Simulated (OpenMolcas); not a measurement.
Zr2+: effect of the active space

```
Program             : OpenMolcas 26.06
Method              : MS-CASPT2 or its RAS form, IPEA 0.25 Eh, imaginary shift 0.1 Eh
Basis               : ANO-RCC-VTZP
Scalar Hamiltonian  : DKH2, point nucleus
Spin-orbit coupling : state interaction with AMFI integrals over the reference wave functions, term energies averaged over their components
```

A. 2 electrons in 6 orbitals (4d 5s); 2S+1 = 3 even, 15 roots; 2S+1 = 1 even, 21 roots; closed shells correlated: 4s 4p; CASPT2 step of the order of 11 core-seconds
B. 2 electrons in 9 orbitals (RAS2 4d 5s; RAS3 5p, at most 2 electrons); 2S+1 = 3 even, 15 roots; 2S+1 = 1 even, 21 roots kept (CI in the orbitals of an earlier block); 2S+1 = 3 odd, 18 roots; 2S+1 = 1 odd, 18 roots kept (CI in the orbitals of an earlier block); closed shells correlated: 4s 4p; CASPT2 step about 80 core-seconds

Energies in cm-1 above 4d2 3F2, the measured ground level; measured values from Moore, Atomic Energy Levels, vol. II, NSRDS-NBS 35 (1971 reprint of NBS Circular 467, 1952); NIST levels as listed in Rynkun, Gaigalas and Jonsson, Astron. Astrophys. 637, A10 (2020).

```
    Level      A      B  Measured
  4d2 3F2    0.0    0.0       0.0
  4d2 3F3    701    704       681
  4d2 3F4   1525   1527      1486
  4d2 1D2   5600   5390      5742
  4d2 3P0   8630   8470      8062
  4d2 3P1   8910   8750      8326
  4d2 3P2   9410   9260      8838
  4d2 1G4  11670  11490     11049
4d 5s 3D1  18500  18380     18399
4d 5s 3D2  18890  18770     18803
4d 5s 3D3  19560  19430          
  4d2 1S0  23970  23520     23979
4d 5s 1D2  24910  24990     25066
  5s2 1S0  49970  49330     48507
```

Deviations, from unrounded energies. A percentage is the sum of absolute deviations over the sum of measured energies, with the sign that they share, or ± where signs differ.

```json
{"Against measurement": "mean absolute deviation (cm-1)", "Levels": "12", "A": "360", "B": "300"}
{"Against measurement": "fine structure of the ground term (%)", "Levels": "2", "A": "+2.7", "B": "+2.9"}
{"Against measurement": "other terms of the ground configuration (%)", "Levels": "6", "A": "±3.8", "B": "±3.8"}
{"Against measurement": "other configurations (%)", "Levels": "4", "A": "±1.6", "B": "±0.9"}
```

B lies closest to measurement on these levels. The largest miss of B in the table is 5s2 1S0, by +830 cm-1. The ranking rests on the paired levels alone, and a cruder setting can come out closer through cancelling errors.

The two smallest mean deviations differ by little beside CASPT2's spread within terms, so their order carries little weight.

Between A and B the level of the table that moves most is 5s2 1S0, by 640 cm-1 (lowest in B, highest in A). Moves below CASPT2's spread within the term are not significant.

CASPT2 breaks the degeneracy within a term, and the mean is taken; among the terms shown or strongly mixed into the levels shown the widest spread is 700 cm-1 (4d2 1G, B). A single d shell beside an s shell can misplace configurations of different d count against each other. Terms from blocks run as CI alone lack orbitals of their own (holds for B). Measured partners are found by configuration, term and J. A level has none where our copy of the source lacks it or the pairing is in doubt (some pairs that miss far off the trend of their configuration count as doubtful), and it then counts in no deviation. Levels of configurations outside the active space are missing. The table leaves out levels that lie high or whose names do not pair safely across all columns.
